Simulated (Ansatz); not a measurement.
`O=[CH][GaH][SiH3]` + `CC[NH][AlH2]` → `CC[N]([AlH2])[SiH3]` + `O=[CH][GaH2]` at 500 K and 1 bar (cleavage of the Si–Ga bond).

Calculated with Ansatz (gas phase, PBE0-D4/def2-TZVP geometries, no zero-point term in ΔE). CBS: MP2 limit from def2 TZ/QZ plus the TZ coupled-cluster correction, frozen cores. For Ga outer-core shells are correlated without core-valence functions, which leaves a few kJ/mol of doubt a bond. Scalar relativity is left out up to krypton. Each species was taken in one conformer, which may not be the lowest.

```
              species  CCSD(T)/CBS energy (Eh)  H − E (kJ/mol)  S (J/(mol·K))
  `O=[CH][GaH][SiH3]`              -2329.19824           174.5          439.9
       `CC[NH][AlH2]`               -377.65408           297.1          386.8
`CC[N]([AlH2])[SiH3]`               -667.95241           351.3          461.9
       `O=[CH][GaH2]`              -2038.90941           111.2          342.1
```

H − E and S are ideal-gas, rigid-rotor, harmonic terms from PBE0-D4/def2-TZVP, for one conformer and one mirror image of each species. 1 Eh = 2625.50 kJ/mol, R = 8.31446 J/(mol·K).

Task: By hand: ΔE, ΔH, ΔS and ΔG.

Result: ΔE = (-667.95241) + (-2038.90941) − (-2329.19824) − (-377.65408) = -0.00950 Eh = -24.9 kJ/mol. Δ(H − E) = 351.3 + 111.2 − 174.5 − 297.1 = -9.1, so ΔH = -34.0 kJ/mol. ΔS = 461.9 + 342.1 − 439.9 − 386.8 = -22.7 J/(mol·K). ΔG = -34.0 − 500 × (-22.7)/1000 = -22.6 kJ/mol.

Task: By hand: the equilibrium constant, and the temperature at which ΔG would vanish if ΔH and ΔS stayed fixed.

Result: log₁₀ K = −ΔG/(RT ln 10) = 2.4. ΔG = 0 at ΔH/ΔS = 1498 K.

TΔS isn't small against ΔH here. A doubt of 5 kJ/mol in ΔE shifts log₁₀ K by 0.5 here. Other conformers and mirror images would add mixing entropy, several J/(mol·K) or more a flexible species. Modes under 60 cm⁻¹, often nearly free rotors, make the harmonic entropy too high. These are equilibria of isolated gas molecules and say nothing of rates. Largest T1 diagnostic: 0.017 (customary marks: 0.02 for closed shells, 0.045 for open ones).
